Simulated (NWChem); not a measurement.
System: H₃BO₂; SMILES OBO

```xyz
6

B     -0.4792    -0.0187     0.0000
H     -1.6898    -0.0175     0.0000
O      0.1518    -1.2138     0.0000
H      1.1112    -1.1094     0.0000
O      0.2559     1.1264     0.0000
H     -0.2868     1.9193     0.0000
```
Atoms are numbered in this order, from 1.

All runs: NWChem. Medium grid unless said otherwise, to which SCAN and Minnesota functionals are sensitive. All runs use the structure optimised with PBE0/def2-SVP.

For level MN15/def2-SVP:

```
Property                      Value
---------------------------  ------
highest occupied level (eV)  -10.03
orbital gap (eV)              12.06
```

Problem. Estimate the same quantities for level M06-2X/def2-SVP.

Solution. 
| Item | Result |
|---|---|
| highest occupied level (eV) | -10.83 |
| orbital gap (eV) | 13.24 |
